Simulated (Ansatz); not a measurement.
Isolated molecules relaxed with PBE0-D4/def2-TZVP in Ansatz; ΔE leaves out vibrations. CCSD(T)/CBS is the MP2 limit (def2-TZVPP, def2-QZVPP) plus CCSD(T) − MP2 in def2-TZVPP, frozen cores. Each species was taken in one conformer, which may not be the lowest.

Reaction (redistribution): `C[SiH](S)CS` + `COBF` → `SC[SiH2]S` + `CCOBF`

| species | CCSD(T)/CBS(def2) energy (Eh) |
| --- | --- |
| `C[SiH](S)CS` | -1165.59963 |
| `COBF` | -240.31409 |
| `SC[SiH2]S` | -1126.32104 |
| `CCOBF` | -279.58002 |

Work out ΔE.

ΔE = (-1126.32104) + (-279.58002) − (-1165.59963) − (-240.31409) = 0.01266 Eh = +0.34 eV.

Largest T1 diagnostic among the species: 0.013.

In def2-TZVPP, CCSD(T) changes the Hartree–Fock value by +0.04 eV (the triples alone add +0.01 eV) and MP2 by +0.07 eV.
